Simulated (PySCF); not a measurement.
Compound: W(NMe)F4, CH₃F₄NW (singlet state).
Bonds: W1–N2, W1–F7, W1–F8, W1–F9, W1–F10, N2–C3. Hydrogens: H4, H5, H6 on C3.

Computed by this run: PBE0-D3(BJ)/def2-SVP geometry optimisation, gas phase, def2 core potentials past Kr (PySCF 2.14.0); density fitting, grid level 1; the optimiser is geomeTRIC in internal coordinates, started from a GFN2-xTB structure with every atom displaced at random (about 0.03 Å).

Step 1: E = -15251.2913 eV
```
atom  x, y, z in Å  |  force x, y, z in eV/Å
W1      0.0304   -0.0610   -1.2970   -0.512   1.926  -2.427
N2     -0.0090   -0.0146    0.4033   -0.250  -0.238   0.591
C3     -0.0286   -0.0075    1.8175    2.205   0.078  -0.011
H4     -0.9919    0.1646    2.2305   -1.435   0.083   0.337
H5      0.3986   -0.9561    2.2020   -0.278   0.138  -0.043
H6      0.6397    0.8051    2.1994   -0.302  -0.309  -0.239
F7      1.8199    0.0180   -1.7996    0.265  -0.239   0.313
F8      0.0145    1.7462   -1.8793    0.128  -0.584   0.610
F9     -1.7351    0.0237   -1.9292   -0.004  -0.194   0.522
F10    -0.0139   -1.7951   -1.9432    0.181  -0.661   0.348
```

Step 2: E = -15251.4664 eV
```
atom  x, y, z in Å  |  force x, y, z in eV/Å
W1      0.0039   -0.0223   -1.3500    0.254  -0.403   1.391
N2     -0.0015   -0.0032    0.3820   -0.220  -0.189  -1.530
C3      0.0045   -0.0056    1.7975   -0.005   0.060  -0.117
H4     -1.0145    0.1566    2.1843    0.019  -0.056   0.024
H5      0.4020   -0.9562    2.1806   -0.071  -0.129   0.009
H6      0.6538    0.7967    2.1715    0.054   0.166   0.035
F7      1.8337   -0.0028   -1.7303   -0.022  -0.086  -0.071
F8      0.0206    1.7617   -1.8348    0.048   0.609  -0.086
F9     -1.7821    0.0144   -1.9014   -0.104  -0.086   0.157
F10     0.0042   -1.8159   -1.8950    0.048   0.114   0.187
```

Step 3: E = -15251.5159 eV
```
atom  x, y, z in Å  |  force x, y, z in eV/Å
W1      0.0278    0.0012   -1.3402   -0.077  -0.208  -0.765
N2      0.0086    0.0007    0.3534    0.118  -0.005   0.574
C3     -0.0014   -0.0100    1.7683   -0.453   0.027   0.005
H4     -1.0414    0.1416    2.1308    0.328  -0.042  -0.042
H5      0.3728   -0.9707    2.1490    0.009  -0.090   0.003
H6      0.6358    0.7938    2.1569    0.065   0.132   0.065
F7      1.8436   -0.0235   -1.7918    0.006   0.051   0.047
F8      0.0410    1.8072   -1.8258   -0.008  -0.004   0.053
F9     -1.7896   -0.0035   -1.7864    0.039   0.023  -0.013
F10     0.0275   -1.8137   -1.8098   -0.028   0.116   0.071
```

**Question.** Estimate the geometry and energy of step 4. (The exact step hangs on the optimiser's Hessian estimate; all steps are aligned on step 3, rigid shifts and turns removed.)

**Answer.** E = -15251.5228 eV, largest force 0.148 eV/Å
```
atom  x, y, z in Å  |  force x, y, z in eV/Å
W1      0.0215   -0.0094   -1.3474    0.070   0.125  -0.040
N2      0.0062   -0.0025    0.3555   -0.005  -0.052   0.020
C3     -0.0013   -0.0064    1.7708   -0.111   0.034   0.030
H4     -1.0307    0.1455    2.1454    0.133  -0.018  -0.040
H5      0.3760   -0.9697    2.1498   -0.006   0.002   0.001
H6      0.6405    0.8024    2.1573   -0.022  -0.017  -0.012
F7      1.8425   -0.0202   -1.7751   -0.007   0.014  -0.012
F8      0.0373    1.8043   -1.8124   -0.006  -0.079   0.018
F9     -1.7881   -0.0036   -1.8142   -0.044   0.011  -0.008
F10     0.0207   -1.8170   -1.8255   -0.003  -0.020   0.044
```

The energy changes by -0.0069 eV. The first-order estimate −F·Δx gives -0.0141 eV and the mean of the old and new forces, exact on a quadratic surface, -0.0067 eV. The step makes an angle of 75° with the force vector and moves no atom by more than 0.028 Å.

What follows is the cost of the whole optimisation. On one thread, Arm Neoverse V2 (aarch64), no GPU, shared host, this took 69 s and 0.49 GiB of memory at its peak.
